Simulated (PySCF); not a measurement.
# Working out the ionisation energy of Fe⁺

Fe⁺ [Ar] 3d6 4s1 (6D) → Fe²⁺ [Ar] 3d6 (5D). Calculation: PySCF 2.14, in def2-QZVPPD (11s6p5d4f2g, 100 functions); no relativity, point nucleus. Frozen: [Ar]. Energies in hartree (1 hartree = 27.21139 eV):

```tsv
part	Fe⁺ (lower)	Fe²⁺ (upper)
UHF	-1262.220687	-1261.665453
CCSD correlation	-0.153264	-0.130789
(T)	-0.003572	-0.002198
```

Q: What does Hartree-Fock give?

A: (-1261.665453) − (-1262.220687) = 0.555234 hartree = 15.109 eV.

Q: What do CCSD and CCSD(T) give?

A: The CCSD correlation energies differ by 0.022475 hartree = 0.612 eV and the triples by 0.001374 hartree = 0.037 eV, so CCSD gives 15.721 eV and CCSD(T) 15.758 eV.

A first-order spin-orbit estimate adds -0.001 eV to CCSD(T) (valence), giving 15.757 eV against 16.199 eV (measured; NIST Atomic Spectra Database, ionization energies).

The calculation is non-relativistic.

What remains against the reference includes basis incompleteness, the frozen core and higher excitations.
